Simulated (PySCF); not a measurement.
**Atomic charges by several schemes**

C5H8FNO.
Structure used (GFN2-xTB), in Å, numbered top down from 1:
```xyz
16
C5H8FNO angstrom
C      1.8800   -0.0816    0.0980
C      0.5677    0.3108   -0.5766
C     -0.1672    1.3424    0.2819
O      0.1808    2.4746    0.5056
N     -1.2707    0.7440    0.7778
C     -1.4789   -0.6232    0.3783
C     -0.4150   -0.8551   -0.7056
F     -1.0174   -0.8381   -1.9473
H      2.4368   -0.7790   -0.5236
H      2.4831    0.8086    0.2561
H      1.6888   -0.5455    1.0638
H      0.7738    0.7390   -1.5603
H     -1.9144    1.2274    1.3822
H     -2.4791   -0.7718   -0.0389
H     -1.3411   -1.3085    1.2227
H      0.0652   -1.8352   -0.6257
```

Density: PBE0/pcSseg-1 (PySCF); schemes: Mulliken, IAO, Hirshfeld and ESP-fitted. Isolated species at its GFN2-xTB geometry (one conformer only).

Give the atomic charges in each scheme.

In e:

```tsv
atom	environment	Mulliken	IAO	Hirshfeld	ESP-fitted
C1	methyl carbon	-0.209	-0.415	-0.112	-0.499
C2	sp3 carbon next to a carbonyl	-0.386	-0.182	-0.041	+0.173
C3	amide carbonyl carbon	+0.505	+0.430	+0.167	+0.444
O4	amide oxygen	-0.420	-0.497	-0.305	-0.536
N5	amide nitrogen	-0.515	-0.349	-0.107	-0.425
C6	sp3 carbon bound to nitrogen	+0.067	-0.177	-0.025	-0.059
C7	sp3 C–F carbon	+0.186	+0.178	+0.069	+0.157
F8	alkyl fluorine	-0.333	-0.328	-0.119	-0.272
H9	methyl hydrogen	+0.126	+0.145	+0.046	+0.123
H10	methyl hydrogen	+0.142	+0.164	+0.050	+0.154
H11	methyl hydrogen	+0.109	+0.137	+0.040	+0.133
H12	methine hydrogen	+0.164	+0.172	+0.053	+0.052
H13	amide N–H hydrogen	+0.191	+0.283	+0.144	+0.320
H14	methylene hydrogen	+0.142	+0.161	+0.050	+0.106
H15	methylene hydrogen	+0.128	+0.140	+0.045	+0.064
H16	methine hydrogen	+0.103	+0.139	+0.046	+0.067
```

Mean size of the charges over all atoms: IAO 0.244 e, Mulliken 0.233 e, ESP-fitted 0.224 e, Hirshfeld 0.089 e. Each set sums to the total charge, 0, to within 0.001 e. The ESP scheme is a least-squares fit of atom-centred charges to the potential on four shells outside the van der Waals surface, with the total charge fixed.

Lowest charge. The schemes don't all agree: Mulliken N5 (-0.515); IAO O4 (-0.497); Hirshfeld O4 (-0.305); ESP-fitted O4 (-0.536).

Highest charge. All schemes agree: Mulliken C3 (+0.505); IAO C3 (+0.430); Hirshfeld C3 (+0.167); ESP-fitted C3 (+0.444).

How closely do the schemes follow one another over all atoms?

Correlation coefficient and root-mean-square difference: IAO with Hirshfeld 0.95, 0.168 e; IAO with ESP-fitted 0.92, 0.109 e; Mulliken with IAO 0.92, 0.110 e; Hirshfeld with ESP-fitted 0.91, 0.180 e; Mulliken with Hirshfeld 0.87, 0.184 e; Mulliken with ESP-fitted 0.80, 0.173 e.

How many electrons does the IAO scheme count on O4?

Z − q = 8 − (-0.497) = 8.497.

Sum the charges by element, for elements with more than one atom.

```csv
element,atoms,Mulliken,IAO,Hirshfeld,ESP-fitted
C,5,+0.164,-0.166,+0.057,+0.216
H,8,+1.104,+1.340,+0.474,+1.018
```
